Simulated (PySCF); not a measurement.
**Basis and Hamiltonian dependence of the excitation energy of Ba**

Ba [Xe] 6s2 (1S) → Ba [Xe] 5d1 6s1 (3D). Calculated with PySCF 2.14 from differences of total energies of unrestricted determinants, without spin-orbit coupling. Values in eV.

| basis | Hamiltonian | functions | UHF | PBE | PBE0 | MP2 (valence) | CCSD(T) (valence) | CCSD(T) (valence and next inner shell) |
| --- | --- | --- | --- | --- | --- | --- | --- | --- |
| def2-TZVPP with the def2 core potential (46 electrons) | ECP | 40 | 0.858 | n/a | n/a | n/a | n/a | 1.378 |
| def2-TZVPPD with the def2 core potential (46 electrons) | ECP | 40 | 0.858 | 0.876 | 0.883 | 1.217 | 1.390 | 1.378 |
| aug-cc-pVDZ-X2C | spin-free X2C | 54 | 0.865 | 0.749 | 0.783 | 1.258 | 1.473 | n/a |
| def2-QZVPPD with the def2 core potential (46 electrons) | ECP | 60 | 0.803 | 0.840 | 0.844 | 1.175 | 1.284 | 1.228 |
| ANO-RCC-VTZP | spin-free X2C | 72 | 0.847 | 0.799 | 0.826 | 1.201 | 1.346 | 1.237 |
| aug-cc-pVTZ-X2C | spin-free X2C | 84 | 0.834 | n/a | n/a | 1.226 | 1.348 | n/a |
| x2c-TZVPPall | spin-free X2C | 85 | 0.817 | n/a | n/a | 1.188 | 1.304 | 1.284 |
| aug-cc-pVQZ-X2C | spin-free X2C | 118 | 0.817 | 0.746 | 0.772 | 1.199 | 1.301 | n/a |
| aug-cc-pwCVTZ-X2C with one added diffuse shell each of s, p, d, f type | spin-free X2C | 125 | 0.804 | 0.763 | 0.783 | 1.183 | n/a | n/a |

Question: Estimate the row for aug-cc-pwCVTZ-X2C (spin-free X2C, 109 functions).

Answer: From the rows with the same Hamiltonian and similar size; the calculation gives UHF 0.80; PBE 0.76; PBE0 0.78; MP2 (valence) 1.18; CCSD(T) (valence) 1.29; CCSD(T) (valence and next inner shell) 1.29 (eV).

Frozen in the all-electron rows: valence: [Xe]; valence and next inner shell: [Kr] 4d10; with a core potential, the same shells as far as they lie outside it.

Reference for a calculation without spin-orbit coupling: 1.160 eV (measured, between term centres; NIST).
